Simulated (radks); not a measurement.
The numbers below are computed, except where a source is named.
Ionisation of Xe+, [Kr] 4d10 5s2 5p5, to Xe2+, [Kr] 4d10 5s2 5p4, under several functionals. Scalar-relativistic Kohn-Sham, spin-unpolarised, spherical densities, finite nucleus; a radial shooting solver on a logarithmic mesh with Libxc functionals. Known Delta-SCF values: PW91 21.815 eV. What does PBE give, and what is its highest occupied eigenvalue?

Answer. 21.751 eV by Delta-SCF; the 5p eigenvalue is -17.008 eV. NIST: 20.975 eV (semi-empirical).

Beside tabulated values, note that spin-unpolarised runs miss the spin-polarisation part of the exchange energy of open shells.
